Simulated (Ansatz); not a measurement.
Job for Ansatz (a first-principles code): R-r2SCAN/def2-TZVPP on H2 (SMILES [H][H]).

Ansatz 0.2 input:
```yaml
crystal:
  periodic: [false, false, false]
  atoms:
    - {symbol: H, position_ang: [0.00000000, -0.00000000, 0.38043305]}
    - {symbol: H, position_ang: [-0.00000000, 0.00000000, -0.38043305]}
basis:
  gaussian:
    orbitals: def2-TZVPP
hamiltonian:
  xc: {name: r2SCAN}
scf: {lower_state_search: off}
```

Task: Give the final energy of this run.

Result: -1.1711 hartree.
